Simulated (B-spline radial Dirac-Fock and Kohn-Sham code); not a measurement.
**EELS cross sections of the Ba N1 edge**

System: the Ba atom in the configuration [Xe] 6s2. Calculated with a radial atomic solver, using the first Born approximation with generalised oscillator strengths from a Dirac-Hartree-Slater potential (longitudinal and transverse terms; continuum final states only, so no white lines or fine structure). The edge is taken at 253.5 eV (tabulated value).

The run's input, task.json:

```json
{"items": [{
  "Z": 56,
  "q": 0,
  "cfg": [[1, 0, 2], [2, 0, 2], [2, 1, 6], [3, 0, 2], [3, 1, 6], [3, 2, 10], [4, 0, 2], [4, 1, 6], [4, 2, 10], [5, 0, 2], [5, 1, 6], [6, 0, 2]],
  "A": 138,
  "rrms": 4.8378,
  "do": "eels",
  "beams": [[60, 5], [60, 100], [80, 5], [80, 100], [100, 20], [120, 5], [120, 10], [120, 20], [120, 50], [120, 100], [200, 20], [300, 5], [300, 10], [300, 100]],
  "edges": {"N1": 253.5}
}]}
```

Command: `python xray2_run.py task.json out`

Partial cross sections σ(β, Δ) in barn, integrated over a window Δ above the edge and up to the collection semi-angle β, for parallel illumination:

```
E₀ (kV)  β (mrad)  Δ = 25 eV  Δ = 50 eV  Δ = 100 eV  Δ = 200 eV  Δ = 300 eV
     60         5        260        468         767        1090        1240
     60       100       1400       2540        4250        6690        8330
     80         5        262        475         786        1140        1310
     80       100       1150       2090        3520        5580        6980
    100        20          ?          ?           ?           ?           ?
    120         5        255        465         780        1150        1340
    120        10        366        674        1150        1740        2060
    120        20        473        872        1500        2330        2820
    120        50        778       1400        2340        3640        4460
    120       100        878       1600        2700        4280        5380
    200        20        408        745        1280        2000        2430
    300         5        234        431         737        1120        1330
    300        10        295        546         943        1460        1760
    300       100        542        989        1670        2660        3330
```

Question: Give the row for 100 kV and 20 mrad.

Answer: 507 b for 25 eV, 936 b for 50 eV, 1610 b for 100 eV, 2490 b for 200 eV, 3000 b for 300 eV.
